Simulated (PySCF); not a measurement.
**Computed spin Hamiltonian**

Compound: C₆H₁₀NO (doublet state).
Geometry (GFN2-xTB, Å), atoms numbered from 1 in this order:
```
atom  x, y, z in Å
C1    -2.1796   -0.5344    0.2182
C2    -1.1819    0.5845    0.5412
C3    -0.0051    0.5485   -0.3574
C4     0.3814    1.4383   -1.3340
N5     1.4812    1.0677   -1.9688
O6     1.9003   -0.1158   -1.4459
C7     1.0319   -0.5327   -0.3911
C8     1.8219   -0.6950    0.9134
H9    -3.0579   -0.4463    0.8526
H10   -2.4933   -0.4710   -0.8212
H11   -1.7299   -1.5104    0.3848
H12   -1.6760    1.5523    0.4370
H13   -0.8573    0.4766    1.5812
H14   -0.0966    2.3567   -1.6161
H15    0.6140   -1.5125   -0.6743
H16    1.1613   -1.0469    1.7006
H17    2.6228   -1.4133    0.7657
H18    2.2539    0.2599    1.2024
```

The hyperfine couplings belong to this conformer and change with its torsions.

Identity: `CC[C]1C=NO[C@H]1C` [radical].

Theory: UKS B3LYP, pcH-1 on C H N O, non-relativistic, mean-field spin-orbit, GIAO in PySCF. Isolated species at its GFN2-xTB geometry (one conformer only). The geometry wasn't refined by DFT: couplings that depend on bond lengths, twists or pyramidal angles can differ widely from those at the functional's own minimum. No stability test was run, so a lower SCF solution isn't excluded. ⟨S²⟩ is 0.773 where a pure state has 0.75.

```json
{
  "g1, g2, g3": "2.00207, 2.00449, 2.00540",
  "g_iso": "2.00399",
  "Form of g": "rhombic: the two nearest values differ by 27 % of g3 − g1",
  "⟨S²⟩": "0.7733 (exact 0.7500)",
  "α and β electrons": "31, 30",
  "HOMO–LUMO gap, α and β orbitals": "5.72, 5.41 eV",
  "Basis functions": "300"
}
```

Isotropic coupling and dipolar principal values T1 to T3, in MHz:

```
atom  isotope  a_iso     T1     T2    T3  Mulliken spin population
  C1      13C   34.2   -3.0   -2.7   5.7                      0.02
  C2      13C  -18.2   -1.3    0.3   0.9                     -0.04
  C3      13C   50.8  -46.0  -44.3  90.4                      0.57
  C4      13C  -40.5  -28.8   12.2  16.6                     -0.22
  N5      14N   21.4  -25.9  -25.1  51.0                      0.49
  O6      17O  -16.3  -53.6   24.9  28.6                      0.12
  C7      13C  -29.7   -0.7   -0.2   1.0                     -0.06
  C8      13C   63.5   -4.7   -4.6   9.4                      0.04
  H9       1H    4.1   -2.0   -1.2   3.1                      0.00
 H10       1H   -2.1   -3.3   -1.1   4.3                      0.00
 H11       1H   -2.2   -2.7   -0.8   3.6                      0.00
 H12       1H    2.8   -3.2   -2.4   5.6                      0.00
 H13       1H   46.7   -3.1   -2.5   5.6                      0.02
 H14       1H    8.5   -5.2   -0.4   5.6                      0.01
 H15       1H  113.4   -3.4   -1.1   4.5                      0.05
 H16       1H   -2.3   -3.3   -1.4   4.7                      0.00
 H17       1H   -0.9   -3.1   -1.6   4.7                      0.00
 H18       1H   -3.9   -3.3   -1.9   5.3                      0.00
```

The Mulliken spin populations are largest on C3 (+0.57), N5 (+0.49), C4 (-0.22) and O6 (+0.12). The positive populations add up to 1.32 and the negative ones to -0.32, together 2S = 1. The angles at C3 add up to 360.0°, so it is planar.

C3, the radical centre as drawn in `CC[C]1C=NO[C@H]1C`, holds a spin population of +0.57 out of 1.

Axes: g2 points within 14° of the C2–C3 bond and g3 points within 1° of the C4–H14 bond.

Under fast tumbling the dipolar parts average out, and these isotropic splittings remain: 1 × 1H (H15, I = 1/2, 2 lines) with 4.04 mT, 1 × 1H (H13, I = 1/2, 2 lines) with 1.66 mT, 1 × 14N (N5, I = 1, 3 lines) with 0.76 mT, 1 × 1H (H14, I = 1/2, 2 lines) with 0.30 mT, 1 × 1H (H12, I = 1/2, 2 lines) with 0.10 mT and 3 × 1H (H16/H17/H18, I = 1/2, 4 lines) with 0.08 mT.

Means are taken over nuclei equivalent by connectivity, which assumes that they swap fast.

The 17O coupling of O6 (-16.3 MHz) shows only in satellite lines or after enrichment, since that isotope makes up about 0.038 % of natural oxygen.

The 13C coupling of C8 (63.5 MHz) shows only in satellite lines or after enrichment, since that isotope makes up about 1.07 % of natural carbon.

β density exceeds α density at some nuclei, such as C4 (-0.0360), C7 (-0.0265) and C2 (-0.0161), spin density in bohr⁻³. In a single determinant that takes different orbitals for the two spins, that is spin polarisation.
